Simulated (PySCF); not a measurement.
## $^{15}$N chemical shifts

PySCF 2.14 calculation with geometry: GFN2-xTB and shielding tensors at PBE0/pcSseg-1 (GIAO); fast rotation and ring inversion assumed for equivalent nuclei, no relativistic terms, one conformer, gas phase.

Shieldings were converted by a linear fit to measured shifts: $^{15}$N: δ = -148.07 − 0.921σ (rms 6.3 ppm, 71 shifts vs CH3NO2, solution or neat liquid). A few per cent of atoms miss by over 2 rms, more outside the fitted compound classes.

Give the $^{15}$N shifts of `C[Si@@H]([SiH3])NCC(F)(F)F`, `FC(F)(F)[SiH2]NCC[SiH3]`, `CC[Si@@H]1C[Si@@H](Cl)CN1C`, `C[Si@@](N)([SiH3])CC(F)(F)F`, `C[Si@](N)(C[SiH3])C(F)(F)F`, `CC[Si@H](N[SiH3])C(F)(F)F`.

## Answers


```csv
compound,environment,δ (ppm)
C[Si@@H]([SiH3])NCC(F)(F)F,"nitrogen bonded to C, Si, H",-374.7
FC(F)(F)[SiH2]NCC[SiH3],"nitrogen bonded to C, Si, H",-367.7
CC[Si@@H]1C[Si@@H](Cl)CN1C,"nitrogen bonded to 2 C, Si, in a 5-membered ring",-365.4
C[Si@@](N)([SiH3])CC(F)(F)F,"nitrogen bonded to Si, 2 H",-377.2
C[Si@](N)(C[SiH3])C(F)(F)F,"nitrogen bonded to Si, 2 H",-377.5
CC[Si@H](N[SiH3])C(F)(F)F,"nitrogen bonded to 2 Si, H",-401.4
```
